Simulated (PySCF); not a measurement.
C₃H₁₀OSi, triplet, at the geometry of the source list (a higher spin typed on purpose: for a closed-shell molecule this is an excited state); TPSS/STO-3G (PySCF).

The PySCF input:
```python
from pyscf import gto, scf, dft

mol = gto.Mole()
mol.atom = '''
    C    -0.235800    1.252900   -1.287700
    Si   -0.182500    0.083400    0.219000
    C    -0.982800   -1.592900   -0.170400
    C     1.627500   -0.118800    0.787700
    O    -1.110300    0.667100    1.437700
    H     0.320500    0.851600   -2.127900
    H     0.187200    2.226500   -1.054300
    H    -1.257900    1.412600   -1.619100
    H    -0.969100   -2.240400    0.700200
    H    -0.464700   -2.105300   -0.974200
    H    -2.018600   -1.467900   -0.468700
    H     2.244300   -0.564600    0.014800
    H     2.074900    0.837000    1.048100
    H     1.690000   -0.757400    1.664200
    H    -0.922700    1.516300    1.830600
'''
mol.basis = 'sto-3g'
mol.charge = 0
mol.spin = 2
mol.verbose = 4
mol.build()

mf = dft.UKS(mol)
mf.xc = 'tpss'
mf.diis = False
mf.damp = 0.6
mf.diis_start_cycle = 200
mf.max_cycle = 150
mf.kernel()
```

Q: Write the output that PySCF gives for this input, abridged.

A: 
```
PySCF version 2.14.0

[INPUT] verbose = 4
[INPUT] num. atoms = 15
[INPUT] num. electrons = 50
[INPUT] charge = 0
[INPUT] spin (= nelec alpha-beta = 2S) = 2
[INPUT] symmetry False subgroup None
[INPUT] Mole.unit = angstrom
[INPUT] Symbol           X                Y                Z      unit          X                Y                Z       unit  Magmom
[...]
nuclear repulsion = 249.473804067364
number of shells = 27
number of NR pGTOs = 117
number of NR cGTOs = 39
basis = sto-3g
ecp = {}

******** <class 'pyscf.dft.uks.UKS'> ********
method = UKS
initial guess = minao
damping factor = 0.6
level_shift factor = 0
DIIS disabled
SCF conv_tol = 1e-09
SCF conv_tol_grad = None
SCF max_cycles = 150
direct_scf = True
direct_scf_tol = 1e-13
number electrons alpha = 26  beta = 24
XC library pyscf.dft.libxc version 7.1.2
    S. Lehtola, C. Steigemann, M. J. T. Oliveira, and M. A. L. Marques,  SoftwareX 7, 1–5 (2018)
XC functionals = tpss
    J. Tao, J. P. Perdew, V. N. Staroverov, and G. E. Scuseria,  Phys. Rev. Lett. 91, 146401 (2003)
    J. P. Perdew, J. Tao, V. N. Staroverov, and G. E. Scuseria,  J. Chem. Phys. 120, 6898 (2004)
    J. Tao, J. P. Perdew, V. N. Staroverov, and G. E. Scuseria,  Phys. Rev. Lett. 91, 146401 (2003)
    J. P. Perdew, J. Tao, V. N. Staroverov, and G. E. Scuseria,  J. Chem. Phys. 120, 6898 (2004)
radial grids:
    Treutler-Ahlrichs [JCP 102, 346 (1995); DOI:10.1063/1.469408] (M4) radial grids

becke partition: Becke, JCP 88, 2547 (1988); DOI:10.1063/1.454033
pruning grids: <function nwchem_prune>
grids dens level: 3
symmetrized grids: False
atomic radii adjust function: <function treutler_atomic_radii_adjust>
small_rho_cutoff = 0
Set gradient conv threshold to 3.16228e-05
tot grids = 173696
init E= -479.305160928612

cycle= 1 E= -478.791077162632  delta_E= 0.514  |g|= 0.493  |ddm|= 3.81

cycle= 2 E= -478.789853614387  delta_E= 0.00122  |g|= 0.465  |ddm|= 2.66

cycle= 3 E= -478.725823321778  delta_E= 0.064  |g|= 0.505  |ddm|= 3.79

cycle= 4 E= -478.714420284445  delta_E= 0.0114  |g|= 0.559  |ddm|= 3.87

cycle= 5 E= -478.723351189864  delta_E= -0.00893  |g|= 0.514  |ddm|=  3.9

cycle= 6 E= -478.728279931313  delta_E= -0.00493  |g|= 0.545  |ddm|= 3.85

cycle= 7 E= -478.737155110673  delta_E= -0.00888  |g|= 0.507  |ddm|= 3.85

cycle= 8 E= -478.73921482182  delta_E= -0.00206  |g|= 0.533  |ddm|= 3.82

cycle= 9 E= -478.744959292474  delta_E= -0.00574  |g|= 0.503  |ddm|= 3.82

[...]

cycle= 120 E= -478.744666594789  delta_E= -0.000397  |g|= 0.525  |ddm|=  3.8

cycle= 121 E= -478.744194861358  delta_E= 0.000472  |g|= 0.504  |ddm|=  3.8

cycle= 122 E= -478.744613816801  delta_E= -0.000419  |g|= 0.525  |ddm|=  3.8

cycle= 123 E= -478.74413051168  delta_E= 0.000483  |g|= 0.504  |ddm|=  3.8

cycle= 124 E= -478.744568444443  delta_E= -0.000438  |g|= 0.525  |ddm|=  3.8

cycle= 125 E= -478.744075277085  delta_E= 0.000493  |g|= 0.504  |ddm|=  3.8

cycle= 126 E= -478.744529508676  delta_E= -0.000454  |g|= 0.525  |ddm|=  3.8

cycle= 127 E= -478.74402794107  delta_E= 0.000502  |g|= 0.504  |ddm|=  3.8

cycle= 128 E= -478.744496147764  delta_E= -0.000468  |g|= 0.525  |ddm|=  3.8

cycle= 129 E= -478.743987428715  delta_E= 0.000509  |g|= 0.504  |ddm|=  3.8

cycle= 130 E= -478.744467601047  delta_E= -0.00048  |g|= 0.525  |ddm|=  3.8

cycle= 131 E= -478.743952796179  delta_E= 0.000515  |g|= 0.504  |ddm|=  3.8

cycle= 132 E= -478.744443201201  delta_E= -0.00049  |g|= 0.525  |ddm|=  3.8

cycle= 133 E= -478.743923219095  delta_E= 0.00052  |g|= 0.504  |ddm|=  3.8

cycle= 134 E= -478.744422365784  delta_E= -0.000499  |g|= 0.525  |ddm|=  3.8

cycle= 135 E= -478.743897980595  delta_E= 0.000524  |g|= 0.504  |ddm|=  3.8

cycle= 136 E= -478.744404588605  delta_E= -0.000507  |g|= 0.525  |ddm|=  3.8

cycle= 137 E= -478.743876459577  delta_E= 0.000528  |g|= 0.504  |ddm|=  3.8

cycle= 138 E= -478.744389431307  delta_E= -0.000513  |g|= 0.525  |ddm|=  3.8

cycle= 139 E= -478.74385811961  delta_E= 0.000531  |g|= 0.504  |ddm|=  3.8

cycle= 140 E= -478.744376515444  delta_E= -0.000518  |g|= 0.525  |ddm|=  3.8

cycle= 141 E= -478.743842498548  delta_E= 0.000534  |g|= 0.504  |ddm|=  3.8

cycle= 142 E= -478.744365515096  delta_E= -0.000523  |g|= 0.525  |ddm|=  3.8

cycle= 143 E= -478.743829199156  delta_E= 0.000536  |g|= 0.504  |ddm|=  3.8

cycle= 144 E= -478.744356150203  delta_E= -0.000527  |g|= 0.525  |ddm|=  3.8

cycle= 145 E= -478.743817880601  delta_E= 0.000538  |g|= 0.504  |ddm|=  3.8

cycle= 146 E= -478.744348180524  delta_E= -0.00053  |g|= 0.525  |ddm|=  3.8

cycle= 147 E= -478.743808250916  delta_E= 0.00054  |g|= 0.504  |ddm|=  3.8

cycle= 148 E= -478.744341400289  delta_E= -0.000533  |g|= 0.525  |ddm|=  3.8

cycle= 149 E= -478.74380006031  delta_E= 0.000541  |g|= 0.504  |ddm|=  3.8

cycle= 150 E= -478.744335633511  delta_E= -0.000536  |g|= 0.525  |ddm|=  3.8
SCF not converged.
SCF energy = -478.744335633511 after 150 cycles  <S^2> = 2.0018484  2S+1 = 3.001232
```

Convergence was not reached.
